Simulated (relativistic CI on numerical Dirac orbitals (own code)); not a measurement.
d8 in a ligand field

Computed with a parametric ligand-field model of a d^n configuration (Racah B and C, spin-orbit zeta, crystal field), exact diagonalisation.

Field parameters in Wybourne normalisation: Td as Oh with Dq negative (B⁴₀ = 21Dq, B⁴₄ = √(5/14) B⁴₀). The field is a parameter set, without covalency.

B = 510 cm⁻¹, C = 1990 cm⁻¹ (C/B = 3.90), Td, no spin-orbit coupling. Tanabe-Sugano data, E/B above the lowest term (Δ = |10Dq|; b, c mark the second and third term of a kind):

| Δ/B | 3T1 | 3T2 | 3A2 | 1T2 | 1E | 1A1 |
| --- | --- | --- | --- | --- | --- | --- |
| 1.0 | 0.00 | 0.81 | 1.81 | 13.15 | 13.61 | 20.78 |
| 1.9 | 0.00 | 1.56 | 3.46 | 13.42 | 14.12 | 21.62 |
| 2.8 | 0.00 | 2.32 | 5.12 | 13.64 | 14.46 | 22.42 |
| 3.7 | 0.00 | 3.09 | 6.80 | 13.82 | 14.68 | 23.17 |
| 4.6 | 0.00 | 3.88 | 8.48 | 13.97 | 14.81 | 23.88 |
| 5.5 | 0.00 | 4.65 | 10.14 | 14.08 | 14.88 | 24.53 |
| 6.4 | 0.00 | 5.45 | 11.85 | 14.17 | 14.92 | 25.15 |
| 7.3 | 0.00 | 6.27 | 13.56 | 14.24 | 14.94 | 25.73 |
| 8.2 | 0.00 | 7.08 | 15.28 | 14.29 | 14.95 | 26.26 |
| 9.1 | 0.00 | 7.91 | 17.00 | 14.33 | 14.94 | 26.76 |
| 10.0 | 0.00 | 8.74 | 18.74 | 14.36 | 14.93 | 27.21 |
| 10.9 | 0.00 | 9.57 | 20.47 | 14.38 | 14.91 | 27.63 |
| 11.8 | 0.00 | 10.41 | 22.21 | 14.40 | 14.89 | 28.02 |
| 12.7 | 0.00 | 11.25 | 23.96 | 14.40 | 14.87 | 28.37 |
| 13.6 | 0.00 | 12.10 | 25.71 | 14.41 | 14.85 | 28.70 |
| 14.5 | 0.00 | 12.95 | 27.46 | 14.41 | 14.82 | 29.00 |
| 15.4 | 0.00 | 13.79 | 29.18 | 14.41 | 14.80 | 29.27 |
| 16.3 | 0.00 | 14.65 | 30.94 | 14.41 | 14.78 | 29.53 |
| 17.2 | 0.00 | 15.50 | 32.70 | 14.40 | 14.76 | 29.77 |
| 18.1 | 0.00 | 16.37 | 34.47 | 14.40 | 14.74 | 29.99 |
| 19.0 | 0.00 | 17.23 | 36.23 | 14.39 | 14.71 | 30.19 |
| 19.9 | 0.00 | 18.10 | 38.00 | 14.39 | 14.69 | 30.38 |
| 20.8 | 0.00 | 18.97 | 39.77 | 14.38 | 14.67 | 30.55 |
| 21.7 | 0.00 | 19.84 | 41.54 | 14.37 | 14.65 | 30.72 |

The ground term stays 3T1.
